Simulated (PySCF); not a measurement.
# Calculated NMR parameters of C#C[Si@@H]1CC[C@@H]1C(F)(F)F

```yaml
Formula: C6H7F3Si
SMILES: C#C[Si@@H]1CC[C@@H]1C(F)(F)F
Point_group_of_the_computed_structure: C1
Degrees_of_unsaturation: 3
Carbon_signals: 6
Proton_signals: 7
```

Atom-mapped SMILES (the numbers label the heavy atoms): `[CH:1]#[C:2][Si@@H:3]1[CH2:4][CH2:5][C@@H:6]1[C:7]([F:8])([F:9])[F:10]`; H(Xn) means a hydrogen on atom n. Ha(C4), Ha(C5) are cis to C2 on the ring; Hb(C4), Hb(C5) are trans to C2 on the ring.

Method: PBE0-D3(BJ)/def2-SVP structure, NMR shieldings at PBE/pcSseg-1/GIAO, in PySCF (non-relativistic Hamiltonian, one averaged value for each set of equivalent atoms, one conformer, in vacuum).

Referencing at the same level of theory: TMS for 1H (31.20 ppm), 13C (180.03 ppm), 29Si (334.61 ppm); CFCl3 for 19F (144.73 ppm).

```tsv
carbon	δC, type	δH (multiplicity)	HMBC from (2–3 bonds)	span of the C tensor (ppm)
C1	105.1, CH	2.59 (d)	H(Si3)	237
C2	84.2, C	–	H(Si3), H(C1), H(C6), Ha(C4), Hb(C4)	286
C4	15.7, CH2	Ha(C4) 1.83 (m); Hb(C4) 1.23 (m)	H(Si3), Ha(C5), Hb(C5), H(C6)	41
C5	24.4, CH2	Hb(C5) 2.25 (m); Ha(C5) 2.48 (m)	H(Si3), H(C6), Ha(C4), Hb(C4)	35
C6	37.5, CH	2.05 (m)	H(Si3), Ha(C5), Hb(C5), Ha(C4), Hb(C4)	25
C7	139.7, C	–	H(Si3), Ha(C5), Hb(C5), H(C6)	12
```

Other nuclei:
```csv
atoms,nucleus,environment,δ (ppm),σ (ppm)
H(Si3),1H,"hydrogen on a silicon bonded to 3 C, in a 4-membered ring",5.12,26.07
F8/F9/F10,19F,fluorine of a CF3 group,-93.1,237.8
Si3,29Si,"silicon bonded to 3 C, H, in a 4-membered ring",-40.6,375.3
```

1. Carbon types of the structure: 2 × C, 2 × CH, 2 × CH2, leaving 1 H on heteroatoms.
2. δC 139.7: CF3 carbon; 3 electronegative neighbours deshield it.
3. δC 105.1: terminal alkyne carbon.
4. δC 84.2: alkyne carbon; the triple bond shields along its axis, which puts it between sp3 and sp2 carbons.
5. δC 24.4: sp3 CH2 in a ring; a saturated carbon with 2 carbon neighbours and no heteroatom attached.
6. δH 2.59: hydrogen on a terminal alkyne carbon; it lies on the axis of the triple bond, in its shielding cone.

Splittings by 19F in the carbon and heteronuclear signals aren't shown, as no couplings were computed. Shifts are as computed. Against solution values, carbons near 30 ppm lie about +2 ppm off and those near 130 ppm about +2 ppm. Of 1211 compounds with measured shifts, 218 miss one by over three times the rms of a fit or turn the order of signals round; such compounds aren't used in these exercises. Unscaled 19F shifts against computed CFCl3 carry errors that often reach 10 to 50 ppm. Multiplicities follow the n + 1 count of equivalent neighbours, as no J values were calculated; m marks all less simple cases, F and P coupling included.
